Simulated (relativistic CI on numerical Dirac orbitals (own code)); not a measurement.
## Ir³⁶⁺: q coefficients and field-shift factors

Method of calculation: Dirac-Coulomb-Breit CI, separate exchange-only KLI orbitals for each configuration, derivatives by finite differences, unscaled Slater integrals, QED left out (own radial code, finite nucleus).

CI space (outside the closed core [Ar] 3d10): 4s²4p⁶4d⁵, 4s²4p⁶4d⁴4f, 4s²4p⁴4d⁷, 4s4p⁶4d⁶, 4p⁶4d⁷, 4s²4p⁶4d⁴5s, 4s²4p⁶4d³5s², 4p⁶4d⁵5s². Levels of other configurations are missing.

With x = (α/α₀)² − 1 an excitation energy changes as ω = ω₀ + qx; K = 2q/ω₀ is the relative enhancement. Terms are leading LS components, so labels can repeat. The field-shift factor is F = δν/δ⟨r²⟩ for the transition from the lowest level.

Lowest level 4s²4p⁶4d⁵ ⁴P5/2.

| Level | ω₀ (cm⁻¹) | q (cm⁻¹) | K | F (GHz/fm²) |
| --- | --- | --- | --- | --- |
| 4s²4p⁶4d⁵ ⁶S5/2 | 134233 | 171700 | 2.56 | 5.8 |
| 4s²4p⁶4d⁵ ⁴G7/2 | 177793 | 168200 | 1.89 | 5.73 |
| 4s²4p⁶4d⁵ ⁴D3/2 | 179466 | 170600 | 1.9 | 5.22 |
| 4s²4p⁶4d⁵ ²H11/2 | 188737 | 167700 | 1.78 | 6.4 |
| 4s²4p⁶4d⁵ ⁴G9/2 | 202242 | 172600 | 1.71 | 6.17 |
| 4s²4p⁶4d⁵ ⁴D5/2 | 209925 | 179100 | 1.71 | 5.86 |
| 4s²4p⁶4d⁵ ⁴P1/2 | 216147 | 188400 | 1.74 | 5.59 |
| 4s²4p⁶4d⁵ ²F7/2 | 227536 | 172000 | 1.51 | 5.44 |
| 4s²4p⁶4d⁵ ²D3/2 | 274064 | 194900 | 1.42 | 7 |
| 4s²4p⁶4d⁵ ⁶S5/2 | 307115 | 335800 | 2.19 | 10.7 |
| 4s²4p⁶4d⁵ ⁴D7/2 | 336946 | 345200 | 2.05 | 11 |
| 4s²4p⁶4d⁵ ²I11/2 | 345623 | 342700 | 1.98 | 11.9 |
| 4s²4p⁶4d⁵ ⁴G9/2 | 349386 | 342200 | 1.96 | 11.2 |

At this charge energies of transitions that change n are usually good to better than 1 %, and those within a shell (Δn = 0) to a few per cent. Terms inside the open d or f shell come out 10 to 20 % too wide with unscaled integrals.
